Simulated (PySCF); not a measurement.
Al(H)(Cl)(vinyl) (C2H4AlCl), SMILES C=[CH][AlH][Cl].

Geometry optimised at PBE0-D3(BJ)/def2-SVP. The values are those of a single conformer.

Calculation: M06-2X/def2-TZVPD run with PySCF.

Isolated molecule, no solvent.

- total energy = -781.26709 hartree
- point group = Cs
- highest occupied level = -9.48 eV
- lowest empty level = -1.11 eV
- orbital gap = 8.37 eV
- dipole moment = 1.90 D
- quadrupole, principal values (traceless, Buckingham form, about the centre of nuclear charge) = -2.01, 0.35, 1.66 D·Å
- mean static polarisability = 64.7 bohr³ (9.59 Å³)
- polarisability, principal values = 48.6, 68.2, 77.3 bohr³
